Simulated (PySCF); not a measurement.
C₃H₂N₃, SMILES [c]1ncncn1, multiplicity 2.

The structure is a stationary point at B3LYP-D3(BJ)/def2-SVP. The isomer is the one that the SMILES or the coordinates give; other isomers of the formula were not compared.

Level of theory: r2SCAN/def2-TZVP (PySCF).

Isolated molecule, no solvent.

Computed frontier levels, dipole moment and polarisability:
```yaml
"α spin, highest occupied and lowest empty level": -5.90 and -2.91 eV
"β spin, highest occupied and lowest empty level": -7.15 and -2.87 eV
dipole_moment: 1.47 D
quadrupole, principal values (traceless, Buckingham form, about the centre of nuclear charge): -5.09, 2.10, 2.98 D·Å
mean_static_polarisability: 48.7 bohr³ (7.22 Å³)
polarisability_principal_values: 29.6, 57.5, 59.1 bohr³
"⟨S²⟩": 0.757 (pure state 0.75)
```
